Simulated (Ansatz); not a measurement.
BeN, multiplicity 4 (lowest of 2S+1 = 2, 4 at CCSD(T)/def2-TZVPP on PBE0 minima; our sources give no spin for the ground state, which may be another), most abundant isotopes (9.0122 and 14.0031 u). Constants from fifth-degree fits in 1/R to seven points on the lowest solution found; no spin–orbit coupling, no relativity up to Kr; ω_e x_e and α_e move by some per cent with the fit.

Correlated levels freeze the cores. CBS: X⁻³ extrapolation of the correlation energy, Hartree–Fock from the larger set.

Run with Ansatz (an electronic-structure program). Values without a source in brackets are computed.

```json
[
 {"level": "PBE/def2-TZVPP", "r_e (Å)": "1.6200", "ω_e (cm⁻¹)": "905.5", "ω_e x_e (cm⁻¹)": "9.49", "α_e (cm⁻¹)": "0.0172"},
 {"level": "CCSD(T)/CBS(aug-cc-pVTZ, aug-cc-pVQZ)", "r_e (Å)": "1.6043", "ω_e (cm⁻¹)": "939.6", "ω_e x_e (cm⁻¹)": "9.88", "α_e (cm⁻¹)": "0.0173"}
]
```

D_e from total energies of the atoms and the molecule: 2.22 eV at PBE/def2-TZVPP.

Task: Derive the rotational constants, the centrifugal constant, the fundamental, the zero-point energy and the force constant, and test the Morse rule for the well depth.

Result: 
μ = 5.48324 u.
- PBE/def2-TZVPP: B_e = 16.8576/(μ r_e²) = 1.1715 cm⁻¹; B₀ = B_e − α_e/2 = 1.1629 cm⁻¹; D = 4B_e³/ω_e² = 7.84e-06 cm⁻¹; fundamental ω_e − 2ω_e x_e = 886 cm⁻¹; zero-point energy ω_e/2 − ω_e x_e/4 = 450 cm⁻¹; k = μ(2πcω_e)² = 265 N/m; a Morse well would hold ω_e²/(4ω_e x_e) = 2.68 eV against the computed D_e of 2.22 eV
- CCSD(T)/CBS(aug-cc-pVTZ, aug-cc-pVQZ): B_e = 16.8576/(μ r_e²) = 1.1946 cm⁻¹; B₀ = B_e − α_e/2 = 1.1859 cm⁻¹; D = 4B_e³/ω_e² = 7.72e-06 cm⁻¹; fundamental ω_e − 2ω_e x_e = 920 cm⁻¹; zero-point energy ω_e/2 − ω_e x_e/4 = 467 cm⁻¹; k = μ(2πcω_e)² = 285 N/m
